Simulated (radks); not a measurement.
Question: The mean radii <r> (bohr) of the occupied orbitals of an atom or ion are listed with their occupations. All-electron calculation, scalar-relativistic Kohn-Sham, r2SCAN, spin-unpolarised, spherical densities, finite nucleus; meta-GGA in the generalised Kohn-Sham scheme; Fermi nuclear charge, rms radius of each element as measured or else 0.836 A^(1/3) + 0.57 fm. Program: a radial shooting solver on a logarithmic mesh with Libxc functionals.

| orbital | occ. | <r> |
|---|---|---|
| 1s | 2 | 0.08105 |
| 2s | 2 | 0.3854 |
| 2p | 6 | 0.3488 |
| 3s | 2 | 1.174 |
| 3p | 3 | 1.244 |

Name the element and its charge.

Answer: Z = 19, potassium, charge +4: K4+ in [Ne] 3s2 3p3. The 1s radius gives Z: for a bare nucleus <r> = (2 gamma + 1)/(2Z) with gamma = sqrt(1 - (Z/c)^2), 0.07844 bohr for Z = 19, and screening makes it slightly larger (0.08105 here). The occupations add up to 15, and the charge is Z minus that.
